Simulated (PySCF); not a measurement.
## Electric field gradients and quadrupole coupling constants

C₆H₇NO.
Structure used (GFN2-xTB), in Å, numbered top down from 1:
```xyz
15
C6H7NO angstrom
C      3.1784    0.7119   -0.6330
C      2.1261    0.2065   -0.0432
C      1.1214   -0.2695    0.5467
C      0.0579   -0.7822    1.1221
C     -1.1643   -1.2017    0.3666
C     -2.1612   -0.0392    0.2995
N     -1.6692    1.0425   -0.3428
O     -3.2777   -0.0916    0.7554
H      4.0341    1.0453   -0.0684
H      3.2325    0.8084   -1.7056
H      0.0142   -0.8653    2.2001
H     -0.9075   -1.4820   -0.6570
H     -1.6567   -2.0372    0.8632
H     -0.7035    1.0852   -0.6207
H     -2.2290    1.8770   -0.3946
```

Field gradients from the PBE0/pcSseg-1 density (PySCF, non-relativistic), principal values in atomic units, ordered |Vxx| ≤ |Vyy| ≤ |Vzz|:

```csv
atom,Vxx,Vyy,Vzz
N7,0.4543,0.5011,-0.9554
O8,0.7808,0.8539,-1.6347
```

Problem. Find the asymmetry η = (Vxx − Vyy)/Vzz and the couplings χ = eQV/h (234.96 MHz × Q in barn × V in au), with Q(14N) = 0.02044 b, Q(17O) = −0.0256 b.

Solution. 
| atom | environment | nucleus | η | χzz (MHz) | χxx (MHz) | χyy (MHz) |
| --- | --- | --- | --- | --- | --- | --- |
| N7 | amide nitrogen | 14N | 0.05 | -4.588 | 2.182 | 2.407 |
| O8 | amide oxygen | 17O | 0.04 | 9.83 | -4.70 | -5.14 |

The gradient is axial or nearly so (η below 0.05) at O8. 

Problem. What is Vzz at O8 in SI units (1 au = 9.71736 × 10²¹ V/m²)?

Solution. -1.6347 au = -15.885 × 10²¹ V/m².

Problem. And the gradient at the other heavy atoms, for which no coupling is worked out here?

Solution. 
```json
{"atom": "C1", "environment": "outer carbon of cumulated double bonds", "Vzz (au)": "0.229", "η": "0.01"}
{"atom": "C2", "environment": "central carbon of cumulated double bonds", "Vzz (au)": "-0.353", "η": "0.30"}
{"atom": "C3", "environment": "central carbon of cumulated double bonds", "Vzz (au)": "-0.312", "η": "0.24"}
{"atom": "C4", "environment": "outer carbon of cumulated double bonds", "Vzz (au)": "0.248", "η": "0.33"}
{"atom": "C5", "environment": "sp3 carbon next to a carbonyl", "Vzz (au)": "-0.115", "η": "0.51"}
{"atom": "C6", "environment": "amide carbonyl carbon", "Vzz (au)": "0.412", "η": "0.46"}
```

Were the hydrogens deuterons (Q(2H) = 0.00286 b), χzz would run from 202 kHz (H12) to 280 kHz (H15).

One conformer (not necessarily the lowest) at the GFN2-xTB geometry, without solvent, vibrations or thermal averaging. GFN2-xTB bond lengths can be off by several hundredths of an ångström, more for odd bonds, and the gradients follow them. With so small a basis the couplings can be 20 % off.
